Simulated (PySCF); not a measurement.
C2H6ClSn, SMILES [Sn]([CH3])([CH3])[Cl], multiplicity 2.

The structure is a stationary point at PBE-D3(BJ)/def2-SVP. The spin state was assumed, not searched. The isomer is the one that the SMILES or the coordinates give; other isomers of the formula were not compared. The def2 effective core potentials stand for the cores of Sn; spin–orbit coupling is left out.

These are PBE-D3(BJ)/def2-SVP (PySCF) values and carry that method's errors.

Frequencies are harmonic and unscaled.

Task: Give all harmonic wavenumbers and intensities. (Estimate from the structure and the level; the computed values follow.)

Result: 
| mode | ν (cm⁻¹) | IR (km/mol) | moving atoms (share of kinetic energy) |
|---|---|---|---|
| 1 | 42 | 0.1 | H 99 % |
| 2 | 45 | 0.1 | H 98 % |
| 3 | 112 | 0.3 | C 52 %, H 27 %, Cl 12 %, Sn 8 % |
| 4 | 112 | 2.3 | C 40 %, Cl 31 %, H 19 %, Sn 10 % |
| 5 | 130 | 1.4 | C 46 %, H 27 %, Sn 21 % |
| 6 | 336 | 36.7 | Cl 77 %, Sn 21 % |
| 7 | 446 | 11.8 | C 75 %, H 16 %, Sn 8 % |
| 8 | 472 | 23.6 | C 69 %, H 17 %, Sn 14 % |
| 9 | 633 | 0.1 | H 88 %, C 12 % |
| 10 | 672 | 9.6 | H 85 %, C 15 % |
| 11 | 695 | 26.3 | H 83 %, C 16 % |
| 12 | 746 | 43.1 | H 81 %, C 18 % |
| 13 | 1096 | 7.2 | H 83 %, C 17 % |
| 14 | 1122 | 0.6 | H 84 %, C 16 % |
| 15 | 1359 | 4.5 | H 94 % |
| 16 | 1364 | 2.6 | H 95 % |
| 17 | 1371 | 2.0 | H 94 % |
| 18 | 1380 | 8.7 | H 95 % |
| 19 | 2984 | 3.0 | H 98 % |
| 20 | 2984 | 1.9 | H 98 % |
| 21 | 3104 | 1.4 | H 90 %, C 10 % |
| 22 | 3104 | 3.4 | H 90 %, C 10 % |
| 23 | 3121 | 0.8 | H 90 %, C 10 % |
| 24 | 3122 | 0.5 | H 90 %, C 10 % |
